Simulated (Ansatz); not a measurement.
One change: `C=C[SiH](F)C=C` becomes `C=C[SiH](Br)C=C`.

Ansatz, PBE0-D4/def2-TZVP geometries, multiplicity 1. Each molecule was computed in one conformer, which needn't be the lowest.

Scalar relativity is left out up to krypton. Spin–orbit coupling is left out; it splits and shifts lone-pair levels of the heavy atoms by tenths of an eV.

| property | `C=C[SiH](F)C=C` |
| --- | --- |
| LUMO energy (ωB97M-V/def2-TZVPP) / eV | 1.18 |
| LUMO energy (PBE/def2-TZVPP) / eV | -1.89 |
| HOMO–LUMO gap (B3LYP/def2-TZVPP) / eV | 6.82 |
| HOMO–LUMO gap (ωB97M-V/def2-TZVPP) / eV | 11.60 |
| size of the dipole moment (ωB97M-V/def2-TZVPP) / D | 2.05 |
| LUMO energy (B3LYP/def2-TZVPP) / eV | -1.10 |

Problem. Give the same properties after the change, and the shifts. (Best estimate.)

Solution. Ansatz gave: 
```
                                          property  `C=C[SiH](Br)C=C`  shift
             LUMO energy (ωB97M-V/def2-TZVPP) / eV               1.09  -0.09
                 LUMO energy (PBE/def2-TZVPP) / eV              -1.96  -0.07
             HOMO–LUMO gap (B3LYP/def2-TZVPP) / eV               6.60  -0.22
           HOMO–LUMO gap (ωB97M-V/def2-TZVPP) / eV              11.34  -0.26
size of the dipole moment (ωB97M-V/def2-TZVPP) / D               2.04  -0.01
               LUMO energy (B3LYP/def2-TZVPP) / eV              -1.19  -0.09
```

With PBE0 the HOMO rises by 0.13 eV and the LUMO falls by 0.09 eV, so the gap narrows by about 0.22 eV. PBE moves the HOMO by 0.17 eV and ωB97M-V by 0.17 eV. Dipoles are sizes alone; their direction can turn.

Positive LUMOs are unbound, so they and the gaps depend on the basis.

B3LYP here is the variant with VWN-RPA as its local correlation; programs differ in this.
